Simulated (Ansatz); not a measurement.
The cluster K5H5 (the lowest singlet isomer of a short search). Total charge 0; singlet. Geometry PBE-D4/def2-SVP, basis def2-TZVP, Ansatz.

```csv
atom,x (Å),y (Å),z (Å)
K1,0.868,1.633,1.515
K2,-1.631,-1.024,2.396
K3,2.007,0.906,-2.869
K4,0.757,-2.138,-0.436
K5,-2.034,1.075,-0.691
H6,0.478,1.873,-1.118
H7,-1.825,-1.460,-0.180
H8,-1.725,1.518,1.871
H9,0.945,-0.923,1.950
H10,2.160,-1.461,-2.437
```

```csv
run,HOMO (eV),LUMO (eV)
A,-3.53,-0.91
B,-4.40,-0.46
C,-3.41,-0.91
D,-3.69,-0.82
E,-3.90,-0.17
F,-4.49,-0.06
```

The structure comes from a short search, and lower isomers may exist.

The runs used B97M-V, LDA (SPW92), PBE, PBE0, r2SCAN0, r2SCANh. Estimate which is which.

A LDA (SPW92) (0 % exact exchange); B PBE0 (25 % exact exchange); C PBE (0 % exact exchange); D B97M-V (0 % exact exchange); E r2SCANh (10 % exact exchange); F r2SCAN0 (25 % exact exchange). Exact exchange lowers occupied and raises empty levels; among semilocal functionals meta-GGAs tend to open the gap a little, and such runs are hard to tell apart. The gap grows from 2.49 eV (PBE) to 4.43 eV (r2SCAN0).
